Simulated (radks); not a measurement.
Numerical settings for neutral silver, [Kr] 4d10 5s1. Calculated with a radial shooting solver on a logarithmic mesh with Libxc functionals: scalar-relativistic Kohn-Sham, LDA (Slater exchange, Perdew-Wang correlation), spin-polarised, spherical densities, point nucleus; open shells are filled with parallel spins first (spin-orbit coupling, left out, can overturn this in heavy ions). The defaults (mesh step 0.008 in ln r, mesh end at 40 bohr or more with all orbitals vanishing there, Anderson mixing 0.5 over 9 steps, residual threshold near 1e-9 with the energy settled to 1e-9 hartree or 1e-11 of itself, here a cap of 68 iterations) give E = -5311.1404 hartree and 5s at -4.982 eV in 14 iterations. Run on one thread of a shared host, so times are rough (Arm Neoverse N1): 0.28 s of CPU time, 0.28 s wall, 14 iterations on 2725 mesh points. Changes against that run (0 stands for a change within the tolerance of the run):

setting	iterations	converged	E (mhartree)	e(5s) (meV)	CPU (s)
mesh step in ln r 0.12	2	no	diverged	-	0.04
mesh step in ln r 0.012	14	yes	0	0	0.2
mesh step in ln r 0.03	14	yes	+0.00126	0	0.09
mesh end (bohr) 5	14	yes	+69.9	+2.29e+03	0.25
mesh end (bohr) 3	14	level above zero	+1.35e+03	+2.32e+04	0.21
residual threshold 0.01	10	yes	0	+0.535	0.22
residual threshold 1e-05	11	yes	0	+0.0138	0.24
mixing 0.05	32	yes	0	0	0.58
linear mixing, mixing 1	68	no	+1.32e+05	+4.98e+03	3.1
linear mixing, mixing 0.5	30	yes	0	0	0.48
mixing history 20	21	yes	0	0	0.37
iteration cap 8	8	no	+0.000753	-5.02	0.17

Settled on a wrong energy, with an occupied level pushed above zero by the early mesh end: mesh end (bohr) 3 (+1.35 hartree). Apart from these: settings that end as converged yet miss the energy by more than 1 mhartree: mesh end (bohr) 5 (+0.0699 hartree). A mesh that ends early acts as a hard wall.
